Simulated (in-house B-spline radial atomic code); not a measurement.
The numbers below are computed, except where a source is named.
**Weak and strong correlation along the adiabatic connection**

Two-electron singlets in several external potentials (atomic units), by full CI in B-splines with partial waves to l = 8 (correlation energies up to 0.6 % small). The repulsion is scaled by λ at fixed density; W(λ) is the mean repulsion less the Hartree energy, W(0) = E_x, and the area under W from 0 to 1 is E_xc.

One system gave this curve:

```json
{"λ": "0", "W (hartree)": "-1.6548"}
{"λ": "0.02", "W (hartree)": "-1.6567"}
{"λ": "0.05", "W (hartree)": "-1.6596"}
{"λ": "0.12", "W (hartree)": "-1.6661"}
{"λ": "0.25", "W (hartree)": "-1.678"}
{"λ": "0.4", "W (hartree)": "-1.6912"}
{"λ": "0.6", "W (hartree)": "-1.708"}
{"λ": "0.8", "W (hartree)": "-1.7239"}
{"λ": "1", "W (hartree)": "-1.739"}
{"λ": "1.4", "W (hartree)": "-1.7671"}
{"λ": "2", "W (hartree)": "-1.8046"}
{"λ": "3", "W (hartree)": "-1.8568"}
{"λ": "4.5", "W (hartree)": "-1.9178"}
{"λ": "7", "W (hartree)": "-1.9895"}
{"λ": "10", "W (hartree)": "-2.0469"}
```

(1) Which system is it?
A. ω²r²/2 − Z/r, ω = 0.136, Z = 2
B. −V exp(−r²/w²), V = 4.32, w = 2.79
C. −Z exp(−kr)/r, Z = 3.14, k = 0.665
D. −Z exp(−kr)/r, Z = 9.97, k = 2.67

Answers

(1) C. The exchange energy sets the size: −Z exp(−kr)/r, Z = 3.14, k = 0.665: E_x = -1.65, E_c = -0.0439; −Z exp(−kr)/r, Z = 9.97, k = 2.67: E_x = -5.67, E_c = -0.0459; ω²r²/2 − Z/r, ω = 0.136, Z = 2: E_x = -1.04, E_c = -0.0419; −V exp(−r²/w²), V = 4.32, w = 2.79: E_x = -0.696, E_c = -0.04 hartree.
